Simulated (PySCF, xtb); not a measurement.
ZnFI, SMILES [F][Zn][I].

GFN2-xTB in xtb at its own geometry gives an orbital gap of 3.86 eV and a dipole moment of 3.92 D.

Geometry: B3LYP-D3(BJ)/def2-TZVP. The def2 effective core potentials stand for the cores of I; spin–orbit coupling is left out.

Q: What does r2SCAN/def2-TZVPD (PySCF) give? (An estimate is asked for; the answer gives what the named calculation found.)

A: gap 4.72 eV (levels -7.35 and -2.63 eV), dipole 1.48 D.
